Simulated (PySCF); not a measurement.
Geometry:
| atom | x (Å) | y (Å) | z (Å) |
| --- | --- | --- | --- |
| C1 | -2.033 | -1.849 | -0.234 |
| C2 | -0.515 | -1.709 | -0.186 |
| Ga3 | 0.171 | 0.080 | 0.334 |
| C4 | 2.127 | 0.419 | 0.330 |
| C5 | 3.007 | -0.777 | -0.019 |
| C6 | -1.096 | 1.553 | 0.758 |
| C7 | -1.418 | 2.402 | -0.475 |
| H8 | -2.493 | -1.648 | 0.747 |
| H9 | -2.488 | -1.138 | -0.943 |
| H10 | -2.357 | -2.858 | -0.539 |
| H11 | -0.075 | -2.446 | 0.511 |
| H12 | -0.066 | -1.958 | -1.166 |
| H13 | 2.303 | 1.252 | -0.376 |
| H14 | 2.398 | 0.834 | 1.318 |
| H15 | 2.777 | -1.176 | -1.020 |
| H16 | 2.867 | -1.610 | 0.690 |
| H17 | 4.082 | -0.528 | -0.012 |
| H18 | -0.666 | 2.189 | 1.550 |
| H19 | -2.026 | 1.125 | 1.169 |
| H20 | -0.514 | 2.862 | -0.909 |
| H21 | -2.113 | 3.227 | -0.243 |
| H22 | -1.891 | 1.808 | -1.275 |

Geometry: PBE0-D3(BJ)/def2-SVP; GIAO shifts from PySCF, gas phase, non-relativistic, averaged over equivalent atoms.

At wB97X-D/pcSseg-1 (218 basis functions, 49 s wall time on 1 thread of an Arm Neoverse V2, shared host):
```json
{"atoms": "C1/C5/C7", "δ (ppm)": "10.8"}
{"atoms": "C2/C4/C6", "δ (ppm)": "8.8"}
{"atoms": "Ga3", "δ (ppm)": "735.0"}
{"atoms": "H8/H9/H10/H15/H16/H17/H20/H21/H22", "δ (ppm)": "1.15"}
{"atoms": "H11/H12/H13/H14/H18/H19", "δ (ppm)": "0.61"}
```

Scale: TMS for 13C (σ = 184.54 ppm), 1H (σ = 31.38 ppm); 71Ga (σ = 1714.23 ppm) vs GaH4- (reference shieldings calculated alike).

Question: Predict the values at PBE0/pcSseg-1 on the same geometry.

Answer: 
| atoms | δ at PBE0/pcSseg-1 | change |
| --- | --- | --- |
| C1/C5/C7 | 10.8 | +0.0 |
| C2/C4/C6 | 9.7 | +0.9 |
| Ga3 | 709.9 | -25.1 |
| H8/H9/H10/H15/H16/H17/H20/H21/H22 | 1.17 | +0.02 |
| H11/H12/H13/H14/H18/H19 | 0.67 | +0.06 |

δ = σ(ref) − σ, references computed at the same level: 13C (σref 184.41), 1H (σref 31.27) vs TMS; GaH4- for 71Ga (σref 1710.18).

The largest change is at Ga3 (Ga bonded to 3 C). Cost: 218 basis functions, 36 s wall time on 1 thread of an Arm Neoverse V2, shared host.

Relativistic effects, spin–orbit coupling among them, are left out; they matter for Ga and for the light atoms bonded to it.
